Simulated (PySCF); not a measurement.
**r2SCAN on P⁺ (phosphorus, charge +1)**

Configuration: [Ne] 3s2 3p2, high-spin 3P determinant. Computed with PySCF 2.14 in cc-pVDZ-DK, with the spin-free X2C one-electron Hamiltonian (Gaussian nucleus).

* Total energy: -341.6639 hartree
* One-electron energy: -466.8370 hartree
* Hartree (Coulomb) energy: 148.1093 hartree
* Exchange-correlation energy: -22.9362 hartree
* ⟨S²⟩: 2.0063
* ⟨L²⟩: 2.021
* Sum of ⟨r⟩: 12.08 bohr
* Sum of ⟨r²⟩: 20.89 bohr²
* Traceless quadrupole moment −½Σ⟨3z² − r²⟩ along its main axis: 2.02 e·bohr²
* Langevin diamagnetic susceptibility: -16.5 ×10⁻⁶ cm³/mol
* Time after the integrals: 0.29 s of wall time on 1 thread of Neoverse-N1 (shared host)

```
shell  electrons  mean orbital energy (eV)  spread (eV)  rms radius, mean of both spins (bohr)
 1s α          1                   -2107.1            0                                  0.120
 1s β          1                   -2106.8            0                                  0.120
 2s α          1                   -189.08            0                                  0.564
 2s β          1                   -188.86            0                                  0.564
 2p α          3                   -137.73        0.225                                  0.542
 2p β          3                   -137.34        0.554                                  0.542
 3s α          1                   -24.714            0                                   1.98
 3s β          1                   -22.129            0                                   1.98
 3p α          2                   -15.436            0                                   2.31
```

Densities and radii are taken from the X2C orbitals without a picture-change correction, which distorts them close to the nucleus.
